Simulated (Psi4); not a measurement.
Approach curve of the dimer H8Ge3 ··· HF (SMILES [GeH3][GeH2][GeH3] and F). Monomers: optimised at B3LYP-D3(BJ) (def2-TZVP), held rigid. Orientation: a higher rigid-body minimum at GFN2-xTB. The monomers approach along the line of their centres of mass (distance R); nothing else relaxes.

Geometry at R = 2.74 Å (first 11 atoms: monomer A):
```
13

Ge     1.9078     0.7317    -0.0091
Ge     0.1805    -0.9857    -0.1186
Ge    -2.0409    -0.0041     0.0965
H      3.3132     0.1196    -0.1488
H      1.7025     1.7551    -1.1406
H      1.8260     1.4734     1.3373
H      0.4021    -2.0130     1.0101
H      0.2847    -1.7383    -1.4606
H     -2.2805     1.0067    -1.0395
H     -2.1589     0.7381     1.4399
H     -3.1365    -1.0836     0.0333
F     -0.1696     0.5376    -2.6239
H     -0.1859     0.6136    -3.5451
```

PBE/def2-TZVP, counterpoise-corrected (Psi4); PBE-D3(BJ)/def2-TZVP, counterpoise-corrected (Psi4); B3LYP-D3(BJ)/def2-TZVP, counterpoise-corrected (Psi4); SAPT0/jun-cc-pVDZ, frozen core (Psi4).

Interaction energies in kJ/mol; the last columns give the difference from SAPT0:

```csv
R / Å,PBE/def2-TZVP,PBE-D3(BJ)/def2-TZVP,B3LYP-D3(BJ)/def2-TZVP,SAPT0/jun-cc-pVDZ,PBE/def2-TZVP − SAPT0/jun-cc-pVDZ,PBE-D3(BJ)/def2-TZVP − SAPT0/jun-cc-pVDZ,B3LYP-D3(BJ)/def2-TZVP − SAPT0/jun-cc-pVDZ
2.35,34.61,29.31,29.70,33.32,1.29,-4.01,-3.62
2.50,20.80,15.83,15.89,19.46,1.33,-3.63,-3.58
2.74,7.75,3.37,3.30,6.54,1.22,-3.17,-3.23
2.96,1.81,-2.03,-1.92,0.77,1.04,-2.80,-2.69
3.13,-0.53,-3.95,-3.64,-1.43,0.90,-2.52,-2.20
3.48,-2.22,-4.81,-4.12,-2.88,0.66,-1.94,-1.24
3.78,-2.21,-4.19,-3.34,-2.73,0.53,-1.46,-0.60
4.27,-1.50,-2.72,-2.00,-1.93,0.43,-0.79,-0.07
4.98,-0.63,-1.22,-0.98,-1.02,0.39,-0.20,0.04
5.95,-0.20,-0.42,-0.46,-0.45,0.25,0.03,-0.01
7.22,-0.08,-0.15,-0.19,-0.19,0.11,0.03,0.00
```

PBE/def2-TZVP is furthest from SAPT0/jun-cc-pVDZ at 2.50 (1.33 kJ/mol, above); its mean absolute difference over the points is 0.74 kJ/mol.

PBE-D3(BJ)/def2-TZVP is furthest from SAPT0/jun-cc-pVDZ at 2.35 (-4.01 kJ/mol, below); its mean absolute difference over the points is 1.87 kJ/mol.

B3LYP-D3(BJ)/def2-TZVP is furthest from SAPT0/jun-cc-pVDZ at 2.35 (-3.62 kJ/mol, below); its mean absolute difference over the points is 1.57 kJ/mol.
